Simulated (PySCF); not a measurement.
Zn(OH)2, SMILES [OH][Zn][OH] (H2O2Zn), singlet, CAM-B3LYP/def2-SVP optimised geometry.

```
5

Zn     0.02     0.19     0.00
O     -1.73     0.33     0.00
H     -2.19    -0.16     0.69
O      1.78     0.19     0.00
H      2.19    -0.33    -0.69
```

Density from CAM-B3LYP/def2-TZVP run with PySCF 2.14.0 at that geometry.

Minimum of the electron density along straight lines between bonded atoms, close to the bond critical point (lines longer than 1.1 times the sum of covalent radii, or with two minima, are not listed):

```tsv
bond	length / Å	ρ at the minimum / e bohr⁻³	∇²ρ there / e bohr⁻⁵	position (fraction from the first atom)
Zn1–O2	1.758	0.144	0.74	0.49
O2–H3	0.963	0.354	-2.35	0.80
Zn1–O4	1.758	0.144	0.74	0.49
O4–H5	0.963	0.354	-2.35	0.80
```
